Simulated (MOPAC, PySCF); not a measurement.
C2H4OSi, SMILES `C[Si]C=O` (lower singlet; C–Si–C–O torsion 93°), neutral singlet in the gas phase. This singlet lies 0.88 eV below the relaxed triplet at the level frozen-core CCSD(T)/cc-pVTZ // B3LYP-D3(BJ)/def2-TZVP (Ansatz).

Cartesian coordinates (Å):
```xyz
8

C     -1.2152     0.0469     0.0731
Si     0.2125    -1.1751    -0.3084
C      1.5619    -0.1727     0.5520
O      1.8291     0.3648    -0.5258
H     -0.9196     1.0899    -0.0596
H     -2.0739    -0.1574    -0.5682
H     -1.5355    -0.0785     1.1139
H      2.1407     0.0821     1.4568
```
Charge 0, spin multiplicity 1.

All levels are single points at this geometry (B3LYP-D3(BJ)/def2-TZVP); Pople sets use spherical d functions. Orbital energies aren't observables, and empty levels follow the basis.

| level | HOMO (eV) | LUMO (eV) | gap (eV) | dipole (D) | vertical IE, Delta-SCF (eV) |
|---|---|---|---|---|---|
| B3LYP-D3(BJ)/def2-TZVP in PySCF | -6.25 | -1.94 | 4.31 | 2.14 | – |
| PBE-D3(BJ)/def2-TZVP in PySCF | -5.35 | -2.82 | 2.53 | 2.05 | – |
| B3LYP/3-21G in PySCF | -6.01 | -1.59 | 4.42 | 2.40 | – |
| B3LYP/LANL2DZ in PySCF | -6.21 | -1.98 | 4.22 | 2.53 | – |
| BP86/6-31G* in PySCF | -5.29 | -2.62 | 2.67 | 2.23 | – |
| M06-2X/6-31G* in PySCF | -7.30 | -0.60 | 6.70 | 2.27 | – |
| AM1 in MOPAC | -7.97 | -0.71 | 7.26 | 2.03 | – |
| PM3 in MOPAC | -8.26 | -1.48 | 6.78 | 2.38 | – |
| PM6 in MOPAC | -7.93 | -1.14 | 6.79 | 2.00 | – |
